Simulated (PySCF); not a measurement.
Isomers of C4H12SSi2, one GFN2-xTB conformer each. Single-point energies are computed at PBE0/pcSseg-1 (PySCF, gas phase, no added dispersion term), electronic only.

**Question.** Rank them by PBE0/pcSseg-1 energy, lowest first (kcal/mol).
A. `[CH2:1]=[CH:2][CH2:3][CH2:4][SiH2:5][SiH2:6][SH:7]` with C1–C2–C3–C4 116°, C2–C3–C4–Si5 180°, C3–C4–Si5–Si6 177°, C4–Si5–Si6–S7 60°, Si5–Si6–S7–H 180°
B. `[CH3:1][C:2](=[S:3])[SiH2:4][CH2:5][CH2:6][SiH3:7]` with C1–C2–Si4–C5 -80°, C2–Si4–C5–C6 -59°, Si4–C5–C6–Si7 180°

**Answer.** A (0.0), B (16.0).

As drawn, the lower has an S–H bond, an Si–Si bond and a C=C bond outside aromatic rings, which the higher lacks; the higher has a C=S bond, which the lower lacks. GFN2-xTB itself gives, in the same order: 0.0, 13.2. Both levels put the same isomer lowest.

**Question.** Which frontier levels, dipoles and rotational constants go with these structures?

**Answer.** 
| SMILES | HOMO (eV, PBE0/pcSseg-1) | LUMO (eV) | dipole (D) | A, B, C (MHz) |
| --- | --- | --- | --- | --- |
| C=CCC[SiH2][SiH2]S | -7.19 | -0.43 | 1.30 | 2844, 495.4, 450.2 |
| CC(=S)[SiH2]CC[SiH3] | -6.22 | -2.37 | 2.23 | 2160, 646.7, 590.8 |
